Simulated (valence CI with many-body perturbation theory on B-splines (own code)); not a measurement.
## Pt XLVI: magnetic and hyperfine properties of the levels

Computed by valence CI with perturbative core correlation (CI+MBPT): five valence electrons over a frozen Dirac-Fock core [Ar] 3d10, a basis of 11 s, 11 p, 10 d, 8 f, 5 g, 2 h functions for each j, with the one-electron correlation potential Σ1, the two-electron term Σ2, the three-electron term Σ3, Breit, model QED; selected CI, second order for the rest, scaled by the run's own slope (own B-spline code, finite nucleus).

The last digits are not significant, and no measured levels were compared; by estimate large intervals hold to a few tenths of a per cent, small ones and those within an open d or f shell to about a per cent. Among the levels kept, up to 2200 cm⁻¹ of a level comes from second order outside the variational space, and about a tenth of that is noise between levels of different J, which matters for small intervals.

A/g_I is the dipole constant over the nuclear g factor μ/I (μ in nuclear magnetons, uniformly magnetised nucleus), B/Q the quadrupole constant per barn. Both hold the static response of the core; the bare values leave it out. Large factors of s and p1/2 electrons are usually good to 5 to 10 %; those of open d and f shells near neutrality can be off by tens of per cent, and small factors of p3/2, d and f electrons come from cancelling terms and can be off by a factor of two or in sign, in half-filled shells by more. B is blank for J = 1/2, where it vanishes, and for nearly pure S terms. Energies count from the lowest level.

Levels are named by their leading jj configuration (3d3/2^4 stands for four electrons in 3d with j = 3/2), which in mixed levels can hold well under half, so a name can repeat and another be missing. Letters in brackets count levels of one name in rising energy.

| Level | E (eV) | g | A/g_I (MHz) | A/g_I bare | B/Q (MHz/b) | B/Q bare |
| --- | --- | --- | --- | --- | --- | --- |
| (4s^2 4p1/2^2 4p3/2) J=3/2 | 0.00 | 1.356 | 69000 | 66300 | 136000 | 132000 |
| (4s^2 4p1/2 4p3/2^2) J=3/2 | 119.81 | 1.457 | -47400 | -46700 | 14000 | 13500 |
| (4s^2 4p1/2 4p3/2^2) J=5/2 | 125.69 | 1.194 | 190000 | 184000 | -277 | -251 |
| (4s^2 4p1/2 4p3/2^2) J=1/2 | 133.12 | 0.658 | 666000 | 647000 |  |  |
| (4s^2 4p1/2^2 4d3/2) J=3/2 | 168.32 | 0.785 | 33200 | 33400 | 21500 | 21300 |
| (4s^2 4p1/2^2 4d5/2) J=5/2 | 201.07 | 1.228 | 43800 | 43200 | 9530 | 9650 |
| (4s 4p1/2^2 4p3/2^2) J=5/2 | 229.74 | 1.450 | 419000 | 406000 | 45100 | 43800 |
| (4s 4p1/2^2 4p3/2^2) J=1/2 | 244.71 | 2.092 | 1930000 | 1870000 |  |  |
| (4s 4p1/2^2 4p3/2^2) J=3/2 | 246.72 | 1.174 | -287000 | -278000 | -27300 | -26500 |
| (4s^2 4p3/2^3) J=3/2 | 254.00 | 1.306 | 72500 | 69800 | -150000 | -145000 |
| (4s^2 4p1/2 4p3/2 4d3/2) J=5/2 [a] | 287.37 | 0.960 | 143000 | 139000 | -17800 | -17100 |
| (4s^2 4p1/2 4p3/2 4d3/2) J=3/2 [a] | 287.88 | 0.909 | 129000 | 126000 | -85300 | -82600 |
| (4s^2 4p1/2 4p3/2 4d3/2) J=1/2 [a] | 288.11 | 0.197 | 264000 | 258000 |  |  |
| (4s^2 4p1/2 4p3/2 4d3/2) J=7/2 | 293.32 | 1.039 | 139000 | 135000 | 143000 | 139000 |
| (4s^2 4p1/2 4p3/2 4d3/2) J=5/2 [b] | 309.05 | 1.191 | 5300 | 5440 | 132000 | 128000 |
| (4s^2 4p1/2 4p3/2 4d3/2) J=3/2 [b] | 310.59 | 1.197 | 27800 | 26900 | 12800 | 12100 |
| (4s^2 4p1/2 4p3/2 4d3/2) J=1/2 [b] | 311.61 | 1.706 | 308000 | 297000 |  |  |
| (4s^2 4p1/2 4p3/2 4d5/2) J=7/2 [a] | 314.07 | 1.310 | -34600 | -33300 | 154000 | 149000 |
| (4s^2 4p1/2 4p3/2 4d5/2) J=3/2 [a] | 318.38 | 1.398 | -44900 | -42800 | -58400 | -56500 |
| (4s^2 4p1/2 4p3/2 4d5/2) J=9/2 | 320.67 | 1.191 | 105000 | 102000 | 145000 | 142000 |
| (4s^2 4p1/2 4p3/2 4d5/2) J=5/2 [a] | 321.27 | 1.143 | 170000 | 165000 | -105000 | -102000 |
| (4s^2 4p1/2 4p3/2 4d5/2) J=5/2 [b] | 335.05 | 1.252 | -38200 | -36800 | 19600 | 19300 |
| (4s^2 4p1/2 4p3/2 4d5/2) J=7/2 [b] | 335.13 | 1.118 | 121000 | 117000 | 8080 | 8200 |
| (4s^2 4p1/2 4p3/2 4d5/2) J=3/2 [b] | 337.65 | 0.938 | 190000 | 185000 | 17600 | 17200 |
| (4s^2 4p1/2 4p3/2 4d5/2) J=1/2 | 339.00 | 1.246 | -248000 | -238000 |  |  |
| (4s 4p1/2 4p3/2^3) J=3/2 [a] | 357.25 | 1.490 | 325000 | 315000 | -122000 | -119000 |
| (4s 4p1/2 4p3/2^3) J=5/2 | 365.64 | 1.288 | 529000 | 513000 | -169000 | -164000 |
| (4s 4p1/2 4p3/2^3) J=1/2 | 376.67 | 1.342 | -648000 | -628000 |  |  |
| (4s 4p1/2 4p3/2^3) J=3/2 [b] | 377.55 | 1.092 | 106000 | 103000 | -11100 | -10700 |
| (4s^2 4p1/2^2 4f5/2) J=5/2 | 386.94 | 0.862 | -28300 | -26700 | 25500 | 24200 |
| (4s 4p1/2^2 4p3/2 4d3/2) J=7/2 | 393.99 | 1.198 | 169000 | 165000 | 83600 | 80800 |
| (4s 4p1/2^2 4p3/2 4d3/2) J=5/2 [a] | 394.31 | 1.273 | 353000 | 343000 | 23100 | 22300 |
| (4s 4p1/2^2 4p3/2 4d3/2) J=3/2 [a] | 394.68 | 1.311 | 224000 | 217000 | -3240 | -3390 |
| (4s 4p1/2^2 4p3/2 4d3/2) J=1/2 [a] | 394.80 | 2.462 | 1070000 | 1040000 |  |  |
| (4s^2 4p1/2^2 4f7/2) J=7/2 | 403.72 | 1.239 | 164000 | 160000 | 35900 | 34400 |
| (4s 4p1/2^2 4p3/2 4d3/2) J=3/2 [b] | 408.41 | 0.994 | 106000 | 104000 | -79000 | -76600 |
| (4s 4p1/2^2 4p3/2 4d3/2) J=1/2 [b] | 416.77 | 0.549 | 279000 | 271000 |  |  |
| (4s 4p1/2^2 4p3/2 4d3/2) J=5/2 [b] | 419.30 | 0.908 | -103000 | -99600 | 84000 | 81900 |
| (4s 4p1/2^2 4p3/2 4d5/2) J=9/2 | 419.76 | 1.361 | 253000 | 246000 | 145000 | 141000 |
| (4s^2 4p3/2^2 4d3/2) J=3/2 [a] | 428.13 | 1.184 | 48700 | 47100 | -58800 | -57200 |

Problem. Take the isotope of mass number 195, with I = 1/2, μ = 0.6073 μN. What is the hyperfine structure of (4s^2 4p1/2 4p3/2^2) J=5/2?

Solution. From the table A = 231000 MHz. Shifts from the centre of gravity in MHz: F = 2: -404000, F = 3: 289000.
